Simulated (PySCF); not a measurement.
Work out the structure from these simulated measurements.

Formula: C4H14OSi2.

| Property | Result |
| --- | --- |
| Rotational structure | rotational constants A, B, C: 2.982, 0.984, 0.908 GHz [PBE0-D3(BJ)/def2-SVP] |
| Valence photoelectron | vertical ionisation energy: 9.37 eV [ΔSCF PBE0/def2-SVPD] |
| 13C NMR | chemical shifts (computed TMS as zero) by class: 26.4 (3 C), 20.6 (1 C) ppm [GIAO B3LYP/pcSseg-1] |
| NMR, other nuclei | isotropic shieldings of nuclei other than C and H, by class: 320 (1 O), 346 (1 Si), 383 (1 Si) ppm [GIAO B3LYP/pcSseg-1] |
| Polarisability | 105.8 au [PBE0/def2-SVPD] |
| UV, first state | lowest singlet excitation: 6.53 eV (190 nm, f = 0.001) [TDDFT PBE0/def2-SVPD] |

The electronic properties come from PySCF, for the isolated species, density fitting. Levels stand in brackets. The structure is a single PBE0-D3(BJ)/def2-SVP conformer in the gas phase; no vibrational or solvent corrections. NMR classes are plain means over equivalent atoms (diastereotopic ones count apart unless rotation or inversion swaps them), as if these changed places fast.

**Question.** What is the compound? Reason from the data.

**Answer.** Numbering: `[CH3:1][C:2]([CH3:3])([CH3:4])[SiH2:5][O:6][SiH3:7]`. Its formula, C4H14OSi2, gives 0 degrees of unsaturation, so no ring and no π bond. 4 carbons fall into 2 classes; from least to most shielded: methyl carbon [C1/C3/C4] (26.4 ppm, 3 C, up to 3.3 ppm apart in this geometry), sp3 carbon bound to silicon [C2] (20.6 ppm). The other shieldings belong to: 320 ppm, siloxane oxygen [O6]; 346 ppm, oxygen-bound silicon [Si5]; 383 ppm, oxygen-bound silicon [Si7]. The first electron is taken from the HOMO, whose largest Löwdin shares are 0.28 on the sp3 carbon bound to silicon, 0.18 on an oxygen-bound silicon, 0.12 on the siloxane oxygen and 0.06 on a methyl carbon. The optimised geometry has point group C1 and is an asymmetric top. Structure: `CC(C)([SiH2]O[SiH3])C`. Computed isomers that give other values at the same levels: `CC(C)O[SiH2]C[SiH3]` (rotational constant A: 2.762 GHz; this holds for the one conformer computed); `C[SiH](C)O[SiH](C)C` (lowest singlet excitation: 7.40 eV (168 nm, f = 0.054)). The assignments are read from this structure; whether some other isomer fits the data as well wasn't checked.

Shape of the structure used: `[CH3:1][C:2]([CH3:3])([CH3:4])[SiH2:5][O:6][SiH3:7]`: C1–C2–Si5–O6 -178°, C2–Si5–O6–Si7 -61°.
